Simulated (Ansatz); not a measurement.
Consider the substitution at a C–Si bond: `BN[SiH](C)Cl` + `CO[Si](N)(F)F` → `CN[Si](F)(F)OC` + `BN[SiH2]Cl`.

Program: Ansatz. Geometries: PBE0-D4/def2-TZVP. ΔE: electronic, gas phase. CCSD(T)/CBS is the MP2 limit (def2-TZVPP, def2-QZVPP) plus CCSD(T) − MP2 in def2-TZVPP, frozen cores. Functionals use def2-TZVPP. B3LYP here is the variant with VWN-RPA as its local correlation; programs differ in this. One conformer a species, not always the lowest.

| level | ΔE (kcal/mol) | difference from CCSD(T)/CBS |
| --- | --- | --- |
| B3LYP-D4 | 21.4 | -1.2 |
| ωB97X-V | 21.5 | -1.1 |
| ωB97M-V | 22.8 | 0.2 |
| B2PLYP | 21.6 | -1.0 |
| r2SCAN | 23.3 | 0.7 |
| B3LYP | 20.7 | -1.9 |
| MP2/def2-TZVPP | 23.2 | 0.6 |
| HF/def2-QZVPP | 19.4 | -3.2 |
| SCS-MP2/def2-QZVPP | 21.9 | -0.7 |
| MP2/CBS(def2) | 23.9 | 1.3 |
| CCSD(T)/CBS | 22.6 | 0 |

Largest T1 diagnostic among the species: 0.011.

In def2-TZVPP, CCSD(T) changes the Hartree–Fock value by +2.5 kcal/mol (the triples alone add +0.3 kcal/mol) and MP2 by +3.7 kcal/mol.
